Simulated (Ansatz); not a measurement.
Calculated with Ansatz (gas phase, PBE0-D4/def2-TZVP geometries, no zero-point term in ΔE). CCSD(T)/CBS is the MP2 limit (def2-TZVPP, def2-QZVPP) plus CCSD(T) − MP2 in def2-TZVPP, frozen cores. This one scheme is used for every species, atoms too. DFT in def2-TZVPP. No spin–orbit coupling; open shells (•) take unrestricted orbitals. Spin–orbit coupling would lower the free atoms: a little for Al, C.

Reaction (atomization): `C1[CH2][AlH][CH2]1` → Al• + 3 C• + 7 H•

```json
{"level": "B97M-V", "ΔE (eV)": "42.10", "difference from CCSD(T)/CBS": "0.32"}
{"level": "r2SCANh-D4", "ΔE (eV)": "41.82", "difference from CCSD(T)/CBS": "0.04"}
{"level": "PBE", "ΔE (eV)": "42.25", "difference from CCSD(T)/CBS": "0.47"}
{"level": "r2SCANh", "ΔE (eV)": "41.77", "difference from CCSD(T)/CBS": "-0.01"}
{"level": "BHLYP", "ΔE (eV)": "40.65", "difference from CCSD(T)/CBS": "-1.13"}
{"level": "CCSD(T)/def2-SVP", "ΔE (eV)": "40.02", "difference from CCSD(T)/CBS": "-1.76"}
{"level": "HF/def2-TZVPP", "ΔE (eV)": "31.40", "difference from CCSD(T)/CBS": "-10.38"}
{"level": "CCSD/def2-TZVPP", "ΔE (eV)": "40.34", "difference from CCSD(T)/CBS": "-1.44"}
{"level": "HF/CBS(def2)", "ΔE (eV)": "31.44", "difference from CCSD(T)/CBS": "-10.34"}
{"level": "MP2/CBS(def2)", "ΔE (eV)": "42.22", "difference from CCSD(T)/CBS": "0.44"}
{"level": "CCSD(T)/CBS", "ΔE (eV)": "41.78", "difference from CCSD(T)/CBS": "0"}
```

Largest T1 diagnostic among the species: 0.018.

From r2SCAN to r2SCAN0 (25 % exact exchange), in def2-TZVPP and without D4, ΔE moves by −0.38 eV: exact exchange takes away binding that semilocal exchange gives to molecules. In def2-TZVPP, CCSD(T) changes the Hartree–Fock value by +9.47 eV (the triples alone add +0.52 eV) and MP2 by +9.91 eV; breaking electron pairs costs correlation energy, which Hartree–Fock lacks.

For atomizations the MP2-based limit and the directly extrapolated one differ by several kJ/mol either way, and by 10 to 25 for some Ge, Se and Sn compounds, so smaller differences from it don't rank the levels.
